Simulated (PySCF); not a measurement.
From computed data to an observable: chemical shift, span and skew from a shielding tensor

Ga(Br)(OH)(NH2) (BrGaH3NO), SMILES [NH2][Ga]([OH])[Br]. Atoms are numbered in the order given.

```xyz
7

Ga    -0.7248     0.1343     0.2096
Br     1.4523    -0.2821    -0.4195
O     -1.3692    -0.5711     1.7148
H     -0.7298    -1.1104     2.1975
N     -1.7740     1.2136    -0.7791
H     -2.7620     1.3357    -0.5870
H     -1.4999     1.5605    -1.6905
```

The structure is a stationary point at B3LYP-D3(BJ)/def2-SVP. The structure was generated by enumeration; whether it is a known compound was not checked. The values are those of a single conformer.

GIAO shieldings from HF/pcSseg-1 in PySCF, non-relativistic, no solvent. The symmetric part of the tensor of N5 has the principal values 235.3, 248.7, 286.7 ppm. The same nucleus in NH3 has σ = 267.3 ppm at this level (PySCF, at its B3LYP-D3(BJ)/def2-TZVP geometry). Without spin–orbit terms, shifts of atoms bonded to Cl or Br come out too high.

Question: Work out the isotropic shielding, the ¹⁵N shift against NH3, the span and the skew.

Answer: 
σ(iso) = (σ11 + σ22 + σ33)/3 = 256.9 ppm. δ = σ(ref) − σ(iso) = 267.3 − (256.9) = 10.4 ppm.
Span Ω = σ33 − σ11 = 51.4 ppm. Skew κ = 3(σ(iso) − σ22)/Ω = 0.48. Tumbling in solution averages the tensor to δ; in a static solid the shielding alone would spread this spin-1/2 line over Ω.
